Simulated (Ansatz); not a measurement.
Consider the redistribution: `C/[C]([AlH2])=C\F` + `BCS` → `[AlH2][SH]` + `BC/C(C)=C\F`.

Computed with Ansatz on PBE0-D4/def2-TZVP structures; ΔE is electronic, products minus reactants. CCSD(T)/CBS is the MP2 limit (def2-TZVPP, def2-QZVPP) plus CCSD(T) − MP2 in def2-TZVPP, frozen cores. This one scheme is used for every species. Double bonds are as drawn, so ΔE can hold a change between cis and trans. DFT in def2-TZVPP. Each species was taken in one conformer, which may not be the lowest.

| level | ΔE (eV) |
| --- | --- |
| r2SCAN-D4 | -1.47 |
| PBE | -1.40 |
| r2SCAN | -1.46 |
| PBE0 | -1.42 |
| MP2/def2-TZVPP | -1.49 |
| HF/CBS(def2) | -1.15 |
| MP2/CBS(def2) | -1.48 |
| CCSD/CBS(def2) | -1.35 |

(1) What does CCSD(T)/CBS give? (Estimate.)

Largest T1 diagnostic among the species: 0.012.

Answers

(1) The calculation gave: -1.40 eV. The listed levels differ from it by -0.07, 0.00, -0.06, -0.02, -0.09, 0.25, -0.08, 0.05 eV.

In def2-TZVPP, CCSD(T) changes the Hartree–Fock value by −0.25 eV (the triples alone add −0.04 eV) and MP2 by −0.33 eV. The D4 term adds −0.04 eV with B3LYP and −0.02 eV with PBE0; it sums over pairs of atoms, weighted by their polarisabilities, and B3LYP, whose exchange is more repulsive, gets the larger term.

B3LYP here is the variant with VWN-RPA as its local correlation; programs differ in this.
